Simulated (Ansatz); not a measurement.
Reaction (cleavage of the B–Si bond): `CB[SiH]([SiH3])Cl` + `[SH][GeH3]` → `CB[S][GeH3]` + `[SiH3][SiH2]Cl`

Calculated with Ansatz (gas phase, PBE0-D4/def2-TZVP geometries, no zero-point term in ΔE). CBS: MP2 limit from def2 TZ/QZ plus the TZ coupled-cluster correction, frozen cores. Functionals use def2-TZVPP. B3LYP here is the variant with VWN-RPA as its local correlation; programs differ in this. For Ge outer-core shells are correlated without core-valence functions, which leaves a few kJ/mol of doubt a bond. Scalar relativity is left out up to krypton. One conformer a species, not always the lowest.

```csv
level,ΔE (kJ/mol),difference from CCSD(T)/CBS
PBE-D4,-98.9,6.6
r2SCAN-D4,-104.0,1.5
PBE0-D4,-100.2,5.3
B3LYP-D4,-101.9,3.6
ωB97X-V,-101.7,3.8
ωB97M-V,-104.4,1.1
B2PLYP,-107.9,-2.4
PBE,-100.2,5.3
r2SCAN,-104.6,0.9
PBE0,-101.6,3.9
B3LYP,-103.7,1.8
HF/def2-TZVPP,-106.0,-0.5
MP2/def2-TZVPP,-114.1,-8.6
SCS-MP2/def2-TZVPP,-111.5,-6.0
CCSD/def2-TZVPP,-104.5,1.0
CCSD(T)/def2-TZVPP,-106.2,-0.7
HF/def2-QZVPP,-105.6,-0.1
MP2/def2-QZVPP,-113.6,-8.1
SCS-MP2/def2-QZVPP,-111.1,-5.6
HF/CBS(def2),-105.6,-0.1
MP2/CBS(def2),-113.4,-7.9
CCSD/CBS(def2),-103.8,1.7
CCSD(T)/CBS,-105.5,0
```

Largest T1 diagnostic among the species: 0.013.
